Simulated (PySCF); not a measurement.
Job file and geometry (Å, from PBE0-D3(BJ)/def2-SVP) of an NMR shielding run on `C([O+](CC)[B-](F)(F)F)C`, C$_{4}$H$_{10}$BF$_{3}$O, GIAO LC-wPBE/pcSseg-2 NMR shielding, non-relativistic, gas phase in PySCF 2.14.0, density-fitted response routines; density fitting, a coarse starting grid and PySCF grid level 2 are the driver's defaults:

```
{"job": {"kind": "nmr", "xc": "LC-wPBE", "basis": "pcSseg-2", "pop": false}, "charge": 0, "multiplicity": 1}
C      2.038776    -0.715004    -1.083754
C      1.106146    -0.578762     0.091555
O      0.067664     0.373743    -0.194041
C     -1.192443    -0.128763    -0.667230
C     -2.090129    -0.580121     0.458257
B      0.124145     1.792987     0.654735
F     -0.030094     1.410564     1.952897
F     -0.918756     2.490531     0.137666
F      1.361268     2.263133     0.356013
H      2.843301    -1.425371    -0.842181
H      1.515791    -1.085113    -1.978485
H      2.488837     0.260150    -1.315587
H      0.627896    -1.531747     0.366058
H      1.622668    -0.198756     0.982050
H     -1.637520     0.701321    -1.228906
H     -0.963166    -0.940938    -1.373999
H     -2.323651     0.259916     1.125718
H     -3.031440    -0.968540     0.041798
H     -1.628894    -1.380712     1.055604
```

Problem. What does the program print?

Solution. 
```
coarse grid: 15976 points
cycle   1  E = -558.0075285908  dE =  1.242e+00  |g| = 9.663e-01  |ddm| = 2.671e+00
cycle   2  E = -558.0492013216  dE = -4.167e-02  |g| = 9.643e-01  |ddm| = 8.432e-01
cycle   3  E = -558.1682619633  dE = -1.191e-01  |g| = 5.170e-02  |ddm| = 3.461e-01
cycle   4  E = -558.1688954760  dE = -6.335e-04  |g| = 2.296e-02  |ddm| = 5.559e-02
cycle   5  E = -558.1689963881  dE = -1.009e-04  |g| = 7.780e-03  |ddm| = 1.816e-02
cycle   6  E = -558.1690056387  dE = -9.251e-06  |g| = 2.199e-03  |ddm| = 4.600e-03
final grid: 155784 points
cycle   7  E = -558.1623766333  dE = -3.093e-04  |g| = 8.141e-03  |ddm| = 6.628e-02
cycle   8  E = -558.1623818266  dE = -5.193e-06  |g| = 6.583e-03  |ddm| = 8.030e-03
cycle   9  E = -558.1623878627  dE = -6.036e-06  |g| = 8.559e-04  |ddm| = 2.896e-03
cycle  10  E = -558.1623879960  dE = -1.333e-07  |g| = 3.341e-04  |ddm| = 8.582e-04
cycle  11  E = -558.1623880197  dE = -2.370e-08  |g| = 6.715e-05  |ddm| = 2.590e-04
cycle  12  E = -558.1623880208  dE = -1.076e-09  |g| = 3.878e-05  |ddm| = 8.726e-05
cycle  13  E = -558.1623880210  dE = -2.638e-10  |g| = 6.942e-06  |ddm| = 3.218e-05
converged SCF energy = -558.1623880210

GIAO shielding tensors (ppm)
atom      isotropic    diamagn.    paramagn.     s11        s22        s33       span
  0 C      173.370     237.215     -63.845    155.254    176.137    188.720     33.467
  1 C      119.751     243.338    -123.587     85.776     98.841    174.636     88.860
  2 O      272.926     397.801    -124.875    227.513    265.802    325.463     97.950
  3 C      118.599     241.929    -123.330     83.157     98.535    174.107     90.950
  4 C      175.338     238.958     -63.620    158.860    179.766    187.386     28.526
  5 B       98.955     190.669     -91.714     87.129    103.701    106.034     18.904
  6 F      338.705     468.616    -129.910    286.080    349.451    380.585     94.505
  7 F      344.210     468.513    -124.303    313.279    347.053    372.298     59.018
  8 F      342.312     466.991    -124.680    287.452    351.497    387.986    100.534
  9 H       30.416      27.993       2.422     26.095     26.877     38.275     12.180
 10 H       30.087      29.907       0.179     25.570     29.162     35.528      9.958
 11 H       29.669      28.881       0.788     24.722     29.367     34.918     10.195
 12 H       27.856      33.162      -5.306     22.436     29.054     32.080      9.645
 13 H       27.022      32.002      -4.981     22.241     28.166     30.658      8.417
 14 H       26.922      31.007      -4.085     22.950     26.380     31.437      8.486
 15 H       27.853      32.415      -4.563     22.116     28.729     32.713     10.597
 16 H       29.444      29.510      -0.066     24.437     29.735     34.160      9.723
 17 H       30.535      28.206       2.329     26.169     26.879     38.558     12.389
 18 H       30.049      30.652      -0.603     25.831     29.275     35.040      9.208
```

Size and cost of the density-fitted run: 464 basis functions, of the order of 2.7 core-minutes.
